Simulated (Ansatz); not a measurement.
The pair A = CH4O (SMILES CO) (first 6 atoms), B = HBr (SMILES Br); geometry from B3LYP-D3(BJ)/def2-TZVP.
(charge 0, multiplicity 1):
```tsv
atom	x (Å)	y (Å)	z (Å)
C	-0.1565	0.4894	0.2119
O	-0.1782	-0.7630	0.9054
H	-0.0389	0.3383	-0.8634
H	0.7040	1.0369	0.5894
H	-1.0601	1.0723	0.4066
H	-0.9356	-1.2792	0.6077
Br	-0.5418	-0.0127	4.0254
H	-0.3351	-0.4349	2.6448
```

Cores are frozen in the correlated methods. Filled d and f shells under p-block atoms count as core. MP2 and its Hartree–Fock in aug-cc-pVQZ, aug-cc-pVTZ are density fitted.

Run with Ansatz (Gaussian orbitals). 

The counterpoise-corrected interaction energy is E(AB) − E(A in the pair's basis) − E(B in the pair's basis). Total energies (hartree):

```tsv
level	AB	A in the pair's basis	B in the pair's basis
HF/aug-cc-pVTZ	-2688.1430442	-115.0917304	-2573.0476285
MP2/aug-cc-pVTZ	-2688.7657803	-115.5293258	-2573.2264479
HF/aug-cc-pVQZ	-2688.1533417	-115.0991449	-2573.0505003
MP2/aug-cc-pVQZ	-2688.8187501	-115.5630538	-2573.2451445
MP2/aug-cc-pVDZ	-2688.5401953	-115.4228505	-2573.1082166
CCSD(T)/aug-cc-pVDZ	-2688.5919874	-115.4567088	-2573.1277424
```

Work out the counterpoise-corrected interaction energy at the basis-set limit: extrapolate the MP2 correlation part as X⁻³, take Hartree–Fock from the larger set, and add the CCSD(T) − MP2 difference of aug-cc-pVDZ.


1. Differences (1 hartree = 627.509 kcal/mol): HF/aug-cc-pVTZ -2.313; MP2/aug-cc-pVTZ -6.279; HF/aug-cc-pVQZ -2.320; MP2/aug-cc-pVQZ -6.621; MP2/aug-cc-pVDZ -5.728; CCSD(T)/aug-cc-pVDZ -4.729.
2. Correlation parts, MP2 less HF: -3.967 in aug-cc-pVTZ (X = 3), -4.302 in aug-cc-pVQZ (X = 4).
3. Limit (4³·(-4.302) − 3³·(-3.967))/(4³ − 3³) = -4.546; with HF/aug-cc-pVQZ it gives -6.866.
4. CCSD(T) less MP2 in aug-cc-pVDZ: 0.999.
Result: -5.87 kcal/mol, against -6.28 at MP2/aug-cc-pVTZ. It is an estimate of this method's limit, not of the exact value.

Ansatz is a program for electronic structure.
